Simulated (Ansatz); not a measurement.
A calculation with Ansatz (development build ahead of 0.2.0).

```yaml
crystal:
  periodic: [false, false, false]
  atoms:
    - { symbol: Cr, position_ang: [0.0, 0.0, 0.0] }
    - { symbol: C, position_ang: [0.0, 0.0, 2.0] }
basis:
  gaussian: { orbitals: pcseg-2 }
hamiltonian:
  xc: hf
```

The input is written out in the form of the current development build from the run's settings.

Output:

```json
{"Converged": "yes", "Total energy": "-1080.77328 hartree", "Spin squared of the determinant": "0.000", "Stability test": "minimum among restricted orbitals"}
```

Caution: stretched shape with no unrestricted run beside it, a lower state can exist; another spin multiplicity may lie lower.
